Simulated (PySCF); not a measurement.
## Dipole response of Co³⁺ (cobalt, charge +3)

[Ar] 3d6, high-spin 5D determinant. Calculation: PySCF 2.14, in aug-cc-pwCVTZ-DK with one added diffuse shell each of s, p, d, f, g type (11s10p8d5f4g, 152 functions); scalar relativity by spin-free X2C-1e. Coupled (time-dependent) response in atomic units; α is the mean over directions.

```csv
method,mean α (bohr³),"α xx, yy, zz",C₆ (like pair),S(−4)
PBE0,1.797,"1.870, 1.870, 1.652",4.334,1.111
```

S(−4) is the Cauchy moment in α(ω) = α(0) + S(−4) ω² + …

α(iu) at PBE0:

```csv
u (hartree),α(iu) (bohr³)
0,1.797
0.0500,1.794
0.100,1.786
0.200,1.755
0.300,1.707
0.500,1.582
0.750,1.412
1.00,1.254
1.50,0.9974
2.00,0.8065
3.00,0.5521
5.00,0.2999
```

A single London oscillator, α(iu) = α/(1 + u²/ω²), gives C₆ = (3/4) ω α². Matching the computed C₆ needs ω = 4 × 4.334 / (3 × 1.797²) = 1.79 hartree.

For an ion, C₆ is the dispersion term alone; charge-induced terms of lower order in 1/R come first.

The components differ because the open shell of this determinant is not spherical; for a pure term their mean is the scalar polarisability.
